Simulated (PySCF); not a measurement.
This PySCF input asks for the NMR shieldings of SMILES C1CC(=NNCC)CC1, C$_{7}$H$_{14}$N$_{2}$; the geometry comes from GFN2-xTB.

```python
import basis_set_exchange as bse
import numpy as np
from pyscf import gto, dft
from pyscf.prop import nmr

atoms = """
C     3.416054   -0.408232   -0.360262
C     2.784309   -0.316413    1.029497
N     1.359961   -0.557984    1.031438
N     0.611045    0.498024    0.642799
C    -0.559881    0.364662    0.184552
C    -1.414355    1.557635   -0.143005
C    -2.827563    0.981391   -0.218305
C    -2.609273   -0.421107   -0.787149
C    -1.336830   -0.905808   -0.091178
H     3.265747   -1.400141   -0.784009
H     4.483612   -0.214623   -0.303908
H     2.960808    0.326558   -1.020382
H     2.930399    0.684886    1.437984
H     3.245617   -1.045903    1.701627
H     1.093961   -1.470120    0.660421
H    -1.115479    1.964300   -1.113176
H    -1.304362    2.347430    0.597670
H    -3.495967    1.581587   -0.834192
H    -3.252367    0.910768    0.784691
H    -2.440111   -0.356675   -1.863929
H    -3.458973   -1.081054   -0.613536
H    -1.572750   -1.401828    0.855449
H    -0.768356   -1.610368   -0.704958
"""
names = dict.fromkeys(["C", "N", "H"], "pcSseg-1")
basis = {el: gto.basis.parse(bse.get_basis(n, elements=[el], fmt="nwchem")) for el, n in names.items()}
mol = gto.M(atom=atoms, basis=basis, charge=0, verbose=0)
mf = dft.RKS(mol, xc="PBE0")
mf.grids.level = 2
mf.grids.alignment = dft.numint.BLKSIZE   # the property module wants whole blocks of grid points
mf.conv_tol = 1e-9
mf.kernel()

calc = nmr.RKS(mf)   # GIAO
C = mf.mo_coeff
Co = C[:, mf.mo_occ > 0]
resp = mf.gen_response(singlet=True, hermi=2)
def vind(x):   # induced exchange potential for any number of trial vectors
    d = np.einsum("pi,xij,qj->xpq", C, 2 * x.reshape(-1, C.shape[1], Co.shape[1]), Co, optimize=True)
    return np.einsum("xpq,pi,qj->xij", resp(d - d.transpose(0, 2, 1)), C, Co, optimize=True).ravel()
mo1, _ = nmr.rhf.solve_mo1(calc, with_cphf=vind)
sigma = calc.kernel(mo1)
for i, s in enumerate(sigma):   # ppm
    w = np.linalg.eigvalsh((s + s.T) / 2)
    print("%2d %-2s iso %8.1f  s11 %8.1f  s22 %8.1f  s33 %8.1f" % (i, mol.atom_pure_symbol(i), w.mean(), *w))
```

Q: Give the expected output.

A: 
```
 0 C  iso    167.3  s11    148.7  s22    167.1  s33    186.1
 1 C  iso    136.8  s11    116.0  s22    125.3  s33    169.1
 2 N  iso    121.8  s11     62.6  s22    129.4  s33    173.4
 3 N  iso   -101.3  s11   -374.2  s22    -93.7  s33    164.1
 4 C  iso     39.4  s11    -42.8  s22     66.7  s33     94.3
 5 C  iso    149.7  s11    127.1  s22    154.2  s33    167.7
 6 C  iso    158.2  s11    140.0  s22    164.8  s33    169.8
 7 C  iso    157.7  s11    136.5  s22    164.9  s33    171.7
 8 C  iso    159.8  s11    152.1  s22    160.2  s33    167.1
 9 H  iso     31.1  s11     27.7  s22     29.4  s33     36.1
10 H  iso     30.8  s11     26.6  s22     27.7  s33     38.2
11 H  iso     30.3  s11     26.3  s22     30.0  s33     34.6
12 H  iso     28.2  s11     24.0  s22     27.8  s33     32.7
13 H  iso     28.4  s11     23.2  s22     28.1  s33     34.0
14 H  iso     27.7  s11     21.4  s22     29.8  s33     32.0
15 H  iso     29.3  s11     24.7  s22     28.3  s33     34.7
16 H  iso     29.2  s11     24.8  s22     28.1  s33     34.8
17 H  iso     29.9  s11     25.4  s22     27.2  s33     37.1
18 H  iso     30.2  s11     25.8  s22     28.1  s33     36.7
19 H  iso     30.0  s11     25.5  s22     28.2  s33     36.5
20 H  iso     29.7  s11     24.8  s22     27.4  s33     36.8
21 H  iso     29.9  s11     24.9  s22     28.8  s33     36.0
22 H  iso     29.7  s11     24.7  s22     29.3  s33     34.9
```

These numbers come from an equivalent density-fitted implementation of the same equations, which agrees with the script to about 0.01 ppm for H and up to a few tenths of a ppm for heavy atoms, so last digits may differ.

Q: Turn these shieldings into chemical shifts. Referencing at the same level of theory: ¹³C (σ = 186.93 ppm) and ¹H (σ = 31.72 ppm) against TMS; ¹⁵N (σ = 267.73 ppm) against NH3.

A: Averaging equivalent atoms: C 4: 147.5; C 1: 50.1; C 5: 37.3; C 7: 29.2; C 6: 28.7; C 8: 27.1; C 0: 19.6; N 3: 369.0; N 2: 145.9; H 14: 3.98; H 12/13: 3.41; H 15/16: 2.47; H 21/22: 1.94; H 19/20: 1.86; H 17/18: 1.67; H 9/10/11: 0.98 ppm. Experimental scales use liquid or dissolved standards, which lie at an offset from isolated NH3 (liquid NH3: subtract about 20 ppm). Unscaled 15N shifts of sp2 nitrogen come out 20 to 40 ppm too high even then.

Size and cost of the density-fitted run: 223 basis functions, of the order of 2.1 core-minutes.
